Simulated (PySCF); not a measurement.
Species: C4H11As.
Atom-mapped SMILES: `[CH3:1][AsH:2][CH:3]([CH3:4])[CH3:5]` (hydrogens: H6, H7, H8 on C1; H9 on As2; H10 on C3; H11, H12, H13 on C4; H14, H15, H16 on C5)

Structure used (PBE0-D3(BJ)/def2-SVP), in Å, numbered top down from 1:
```
atom  x, y, z in Å
C1     2.3966   -0.3964    0.1072
As2    1.0380    0.8846    0.7327
C3    -0.5547    0.0426   -0.1181
C4    -0.9317   -1.2243    0.6370
C5    -1.7021    1.0410   -0.1661
H6     3.3934    0.0557    0.2097
H7     2.2396   -0.6879   -0.9412
H8     2.3654   -1.2943    0.7407
H9     1.2649    1.8886   -0.3970
H10   -0.2605   -0.2234   -1.1473
H11   -1.8027   -1.7140    0.1701
H12   -0.1119   -1.9591    0.6526
H13   -1.2002   -1.0000    1.6827
H14   -2.5903    0.5937   -0.6431
H15   -1.4385    1.9454   -0.7361
H16   -1.9989    1.3583    0.8473
```

Theory: core-valence-separated Tamm–Dancoff BHandHLYP/aug-pcX-1 (pcseg-1 on H, def2-SVPD on As) in PySCF, non-relativistic, gas phase, PBE0-D3(BJ)/def2-SVP geometry.

Computed carbon K-edge spectrum, Gaussian lines of 0.3 eV full width, highest printed point 100; it ends one width below the last computed root. Absolute energies from this functional tend to lie a few eV below measured edges; no shift was applied.

```
photon energy (eV)  absorption
             284.8           0
             284.9           1
             285.0           3
             285.1          12
             285.2          28
             285.3          44
             285.4          46
             285.5          37
             285.6          31
             285.7          25
             285.8          23
             285.9          34
             286.0          67
             286.1         100
             286.2          97
             286.3          60
             286.4          26
             286.5          13
             286.6          11
             286.7          10
             286.8           9
```

Task: Where are the maxima, and which lines make them up?

Result: 2 maxima:
- 285.4 eV: C3 (sp3 CH carbon), 285.35 eV, f = 0.043, 62 % of the height at the exact maximum; C5 (methyl carbon), 285.36 eV, f = 0.009, 13 % of the height at the exact maximum
- 286.1 eV: C4/C5 (methyl carbon), 286.14 eV, f = 0.056, sum of 2, 36 % of the height at the exact maximum; C4/C5 (methyl carbon), 286.10 eV, f = 0.053, sum of 2, 32 % of the height at the exact maximum; C1 (methyl carbon), 286.18 eV, f = 0.028, 18 % of the height at the exact maximum; C1 (methyl carbon), 286.27 eV, f = 0.030, 12 % of the height at the exact maximum

Further lines of some strength in the range: C1, 285.20 eV, f = 0.013; C4, 285.42 eV, f = 0.009; C1, 285.63 eV, f = 0.035; C3, 285.90 eV, f = 0.019; C4/C5, 286.54 eV, f = 0.007, sum of 2.

Roots within 0.03 eV on the same or equivalent atoms count as one line; shares under 12 % aren't listed.

Vibrational structure and lifetime widths aren't in the curve. The ionisation threshold wasn't computed; near and above it a finite basis only mimics Rydberg series and continuum. Relativistic effects, spin–orbit coupling among them, are left out although an element past zinc is present.

Time: 16 s wall. Hardware: an Arm Neoverse V1 with one thread, no GPU, on a shared host.

One conformer stands for the species.
